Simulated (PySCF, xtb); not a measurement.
Cd(Me) (CH3Cd), SMILES [Cd+][CH3], charge +1.

GFN2-xTB (xtb) at its own geometry gives an orbital gap of 4.11 eV.

Coordinates come from a B3LYP-D3(BJ)/def2-TZVP optimisation. The spin state was assumed, not searched. The isomer is the one that the SMILES or the coordinates give; other isomers of the formula were not compared. The def2 effective core potentials stand for the cores of Cd; spin–orbit coupling is left out.

What does PBE0/def2-TZVPD in PySCF give? (The exact figures need the calculation; the answer reports its results.)

gap 4.98 eV (levels -14.01 and -9.03 eV).
